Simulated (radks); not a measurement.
Values are calculated unless marked as measured or tabulated.
Task: The mean radii <r> (bohr) of the occupied orbitals of an atom or ion are listed with their occupations. Level of theory: Dirac Kohn-Sham, PBE, spin-unpolarised, spherical densities, finite nucleus; Fermi nuclear charge, rms radius of each element as measured or else 0.836 A^(1/3) + 0.57 fm (a radial shooting solver on a logarithmic mesh with Libxc functionals).

orbital  occ.      <r>
1s1/2       2  0.03707
2s1/2       2   0.1614
2p1/2       2   0.1379
2p3/2       4   0.1422
3s1/2       2   0.4214
3p1/2       2   0.4097
3p3/2       4   0.4174
3d3/2       2   0.3774
4s1/2       2   0.8633

Name the element and its charge. Open shells, if any, fill j = l - 1/2 first.

Result: Z = 40, zirconium, charge +18: Zr18+ in [Ar] 3d2 4s2. The 1s radius gives Z: for a bare nucleus <r> = (2 gamma + 1)/(2Z) with gamma = sqrt(1 - (Z/c)^2), 0.03641 bohr for Z = 40, and screening makes it slightly larger (0.03707 here). The occupations add up to 22, and the charge is Z minus that.
